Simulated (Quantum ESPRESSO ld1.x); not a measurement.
Values are calculated unless marked as measured or tabulated.
Radial electron density D(r) = 4 pi r^2 rho(r) of an atom or ion with 25 electrons. Code: ld1.x of Quantum ESPRESSO 7.5. Model: scalar-relativistic Kohn-Sham, relativistic LDA (MacDonald-Vosko exchange, VWN5 correlation), spin-unpolarised, spherical densities, point nucleus.

r (bohr),D(r) (e/bohr)
0.003514,1.493
0.00465,2.447
0.006153,3.937
0.008141,6.183
0.01077,9.407
0.01425,13.72
0.01886,18.95
0.02495,24.36
0.03301,28.57
0.04403,29.96
0.05826,27.85
0.07708,24.31
0.102,23.47
0.1349,27.64
0.1786,32.70
0.2362,30.80
0.3126,20.87
0.4136,12.50
0.5472,12.55
0.7241,14.79
0.958,11.86
1.268,6.236
1.677,2.683
2.219,1.466
2.936,0.9785
3.885,0.5444
5.14,0.2168
6.801,0.05866
8.999,0.009867
11.91,0.0008740

What is the nuclear charge?

Answer. Z = 25. The innermost maximum, from 1s, lies near gamma/Z bohr with gamma = sqrt(1 - (Z/c)^2) = 0.983, here 0.0393 bohr (found: 0.0423), and its height grows with Z. The density is that of neutral manganese in [Ar] 3d4.5 4s1.5 4p1; the configuration itself is not fixed sharply by these data, and Z only to about a unit. D(r) has 3 maxima, at r = 0.0423, 0.195, 0.724 bohr, and minima at 0.0934, 0.470 bohr, inside which lie 2.12, 10.62 electrons.
